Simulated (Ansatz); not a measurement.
Program: Ansatz 0.2.0.

`F[CH](F)[AlH2]`. Total charge 0; spin multiplicity 1. All single points use the PBE0-D4/def2-TZVP geometry.

```xyz
7

F    -0.684   -1.827    0.448
C     0.026   -0.717    0.630
F     0.943   -0.604   -0.617
Al   -0.256    0.935   -0.403
H     0.753   -0.891    1.425
H    -1.368    0.906   -1.520
H     0.586    2.197    0.037
```

Q: What is the dipole moment at PBE/def2-TZVPP? (Best estimate.)

A: The calculation gave: 1.22 D, with components (0.33, 0.04, 1.17) D in this frame, pointing from negative to positive charge.

Q: And with r2SCAN, B3LYP, ωB97M-V? (Estimate.)

A: The calculation gave: r2SCAN 1.29 D, B3LYP 1.34 D, ωB97M-V 1.35 D.

Q: Give the Mulliken charges with PBE, ωB97M-V, B3LYP in def2-TZVPP. (Estimate.)

A: The calculation gave: 
```
atom    PBE  ωB97M-V  B3LYP
  F1  -0.13    -0.16  -0.17
  C2   0.06     0.05   0.09
  F3  -0.15    -0.19  -0.21
 Al4   0.36     0.40   0.46
  H5   0.13     0.15   0.14
  H6  -0.13    -0.12  -0.15
  H7  -0.13    -0.12  -0.15
```

B3LYP here is the variant with VWN-RPA as its local correlation; programs differ in this.
